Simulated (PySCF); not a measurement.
Si(Cl)3(SiH3) (Cl₃H₃Si₂), SMILES [SiH3][Si](Cl)(Cl)Cl.

Coordinates come from a B3LYP-D3(BJ)/def2-SVP optimisation.

The numbers are results of HF/def2-TZVP in PySCF, not measurements.

Symmetry labels are those of the subgroup Cs that the program uses (full group C3v).

Computed valence orbital energies around the gap with their symmetry:
| orbital | symmetry | energy (eV) |
|---|---|---|
| HOMO−7 | A' | -13.88 |
| HOMO−6 | A" | -13.88 |
| HOMO−5 | A' | -13.61 |
| HOMO−4 | A" | -13.61 |
| HOMO−3 | A' | -12.91 |
| HOMO−2 | A" | -12.91 |
| HOMO−1 | A" | -12.58 |
| HOMO | A' | -11.42 |
| LUMO | A' | 2.89 |
| LUMO+1 | A" | 2.89 |
| LUMO+2 | A' | 2.89 |
| LUMO+3 | A' | 3.93 |
